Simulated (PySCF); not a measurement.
Computed properties of AuF5, SMILES [F][Au]([F])([F])([F])[F], multiplicity 1

AuF₅, SMILES [F][Au]([F])([F])([F])[F], multiplicity 1. Geometry: PBE0-D3(BJ)/def2-SVP. The spin state was assumed, not searched. The def2 effective core potentials stand for the cores of Au; spin–orbit coupling is left out. One conformer was computed; it need not be the lowest. All values are computed for the isolated molecule unless a solvent is named; none is compared with measurement here.

**Structure.** The optimised structure has C4v symmetry. All 12 harmonic modes at PBE0-D3(BJ)/def2-SVP (PySCF) are real, so it is a minimum. With heavy atoms numbered as in [Au:1]([F:2])([F:3])([F:4])([F:5])[F:6], the shortest bond between them is Au1–F4 at 1.856 Å and the longest Au1–F5 at 1.891 Å.

**Vibrations.** The strongest infrared lines (harmonic, unscaled, degenerate partners summed) lie at 690 cm⁻¹ (173 km/mol, F 83 %, Au 17 %), 233 cm⁻¹ (15 km/mol, F 78 %, Au 22 %), 257 cm⁻¹ (7 km/mol, F 89 %, Au 11 %). The softest mode is at 28 cm⁻¹ and the zero-point energy is 6.4 kcal/mol.

**Electronic structure.** HF/def2-TZVP (PySCF) places the frontier levels at -17.01 and -5.26 eV, a gap of 11.75 eV, and gives a dipole moment of 0.92 D and a mean polarisability of 45.5 bohr³. PBE/def2-TZVP (PySCF) at the same geometry gives -9.24 and -9.00 eV, so its gap is 11.51 eV narrower. An orbital gap is neither the optical nor the fundamental gap.

**Excitations.** TDA-PBE0/def2-SVPD (PySCF) has S1 at 1.01 eV (1224 nm, f = 0.000, dark); the most intense of the 10 singlets computed lies at 2.92 eV (f = 0.01). Strengths of degenerate partners are summed. T1 (TDA) is at 0.64 eV, 0.37 eV under S1. TDA-PBE/def2-SVPD (PySCF) puts S1 at 0.40 eV.
